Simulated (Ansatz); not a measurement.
The first iterations of a band of C₃H₈AlFSi (14 atoms, charge 0, multiplicity 1).

All numbers below come from RKS CAM-B3LYP-D4/STO-3G (Ansatz).

```json
{
  "movable images": "9",
  "climbing image": "yes",
  "spring": "5.0 eV/Å²",
  "optimiser": "quadratic models (default)",
  "start path": "through a guess of the saddle point",
  "force threshold": "0.05 eV/Å",
  "iteration limit": "25",
  "end points": "relaxed"
}
```

Image 0:

```xyz
14
Properties=species:S:1:pos:R:3
F -0.608 -1.380 2.439
C 0.349 -1.271 1.404
Si 0.011 0.165 0.194
Al -0.146 2.325 0.898
C -0.902 -0.427 -1.299
C 0.624 -0.261 -1.496
H 1.358 -1.158 1.859
H 0.379 -2.222 0.829
H 0.086 2.664 2.334
H -0.475 3.390 -0.096
H -1.276 -1.451 -1.334
H -1.534 0.256 -1.867
H 0.936 0.525 -2.186
H 1.186 -1.184 -1.650
```

Image 10:

```xyz
14
Properties=species:S:1:pos:R:3
F 0.330 -2.501 0.813
C 0.348 -1.231 1.431
Si 0.025 0.189 0.197
Al 0.018 2.367 0.856
C -1.000 -0.407 -1.217
C 0.518 -0.316 -1.508
H -0.412 -1.211 2.244
H 1.330 -1.084 1.935
H 0.264 2.710 2.289
H -0.233 3.437 -0.156
H -1.412 -1.416 -1.187
H -1.638 0.282 -1.773
H 0.825 0.426 -2.246
H 1.024 -1.272 -1.651
```

| iteration | highest image above the first end (eV) | largest band force component (eV/Å) |
| --- | --- | --- |
| 1 | 2.655 | 11.401 |
| 2 | 0.340 | 2.268 |
| 3 | 0.130 | 0.636 |
| 4 | 0.076 | 0.278 |

Question: Does the band converge within its limit, and where does its top end?

Answer: The forces met the threshold. It ended after 13 iterations with the highest image 0.031 eV above the first end. A vibrational analysis at the climbing image gives one clearly imaginary mode, 41i cm⁻¹: a first-order saddle point. Limits of this set-up: minimal basis.

Run time: 12 min on 1 thread of Intel(R) Xeon(R) Platinum 8259CL CPU @ 2.50GHz (Skylake/Cascade Lake), with other jobs on the host, peak memory 0.16 GiB.
